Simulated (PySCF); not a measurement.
Basis and Hamiltonian dependence of the excitation energy of Sc⁺

Sc⁺ [Ar] 3d1 4s1 (3D) → Sc⁺ [Ar] 3d1 4p1 (high-spin determinant). Calculated with PySCF 2.14 from differences of total energies of unrestricted determinants, without spin-orbit coupling. Values in eV.

| basis | Hamiltonian | functions | UHF | PBE0 | MP2 (valence) | CCSD(T) (valence) | CCSD(T) (valence and next inner shell) |
| --- | --- | --- | --- | --- | --- | --- | --- |
| ANO-RCC-VTZP | spin-free X2C | 59 | 3.240 | 3.242 | 3.276 | 3.280 | 3.454 |
| aug-cc-pVDZ-DK | spin-free X2C | 59 | 3.250 | 3.228 | 3.278 | 3.286 | n/a |
| x2c-QZVPPall | spin-free X2C | 96 | 3.231 | 3.219 | 3.270 | 3.275 | 3.465 |
| dyall-av2z | non-relativistic | 101 | 3.176 | 3.145 | 3.200 | 3.201 | n/a |
| aug-cc-pVTZ with one added diffuse shell each of s, p, d, f, g type | non-relativistic | 118 | 3.171 | 3.160 | 3.208 | n/a | n/a |

Question: Estimate the row for x2c-TZVPPall with one added diffuse shell each of s, p, d, f type (spin-free X2C, 80 functions).

Answer: From the rows with the same Hamiltonian and similar size; the calculation gives UHF 3.23; PBE0 3.21; MP2 (valence) 3.26; CCSD(T) (valence) 3.26; CCSD(T) (valence and next inner shell) 3.45 (eV).

Frozen in the all-electron rows: valence: [Ar]; valence and next inner shell: [Ne].

One determinant mixes LS terms of the configuration, so the numbers do not refer to single terms. Non-relativistic rows lack the scalar-relativistic shift.
